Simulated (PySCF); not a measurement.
# From a computed spectrum to the compound

A species of 5 atoms with charge 2 has these harmonic modes (PBE0, small Gaussian bases with core potentials, PySCF 2.14.0):

```tsv
cm⁻¹	km/mol	symmetry
225	1.0	a1
509	276.7	b2
612	208.2	a1
648	0.0	a2
674	494.6	b1
867	110.4	b2
890	27.7	a1
3666	1091.0	b2
3691	772.1	a1
```

(1) Which species is it, and in which structure?

Results:

(1) [Hf(OH)2]2+ (singlet):
```xyz
5

Hf    0.0000    0.0000   -0.1787
O     1.4538   -0.0334    0.9012
H     2.0839   -0.0479    1.6540
O    -1.4538    0.0334    0.9012
H    -2.0839    0.0479    1.6540
```
Ideal gas at 298.15 K and 1 bar: S = 288.0 J/(mol K), Cp = 62.2 J/(mol K), H − H(0 K) = 13.2 kJ/mol (rigid rotor, harmonic modes, spin degeneracy alone). 
 The answer isn't unique; the calculation gave this one.
